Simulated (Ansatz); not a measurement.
`CN[SiH2]NC` + `BNCCN` → `BN[SiH2]NC` + `CNCCN`  (formal exchange of groups at the Si–N bond)

Program: Ansatz. Geometries: PBE0-D4/def2-TZVP. ΔE: electronic, gas phase. CCSD(T)/CBS is the MP2 limit (def2-TZVPP, def2-QZVPP) plus CCSD(T) − MP2 in def2-TZVPP, frozen cores. Functionals use def2-TZVPP. B3LYP here is the variant with VWN-RPA as its local correlation; programs differ in this. Each species was taken in one conformer, which may not be the lowest.

| level | ΔE (eV) |
| --- | --- |
| PBE-D4 | 0.10 |
| B3LYP-D4 | 0.10 |
| PBE | 0.10 |
| CCSD/CBS(def2) | 0.06 |

What does CCSD(T)/CBS give? (Best estimate.)

Ansatz gave: +0.06 eV. The listed levels differ from it by 0.04, 0.04, 0.04, 0.00 eV.

Largest T1 diagnostic among the species: 0.012.
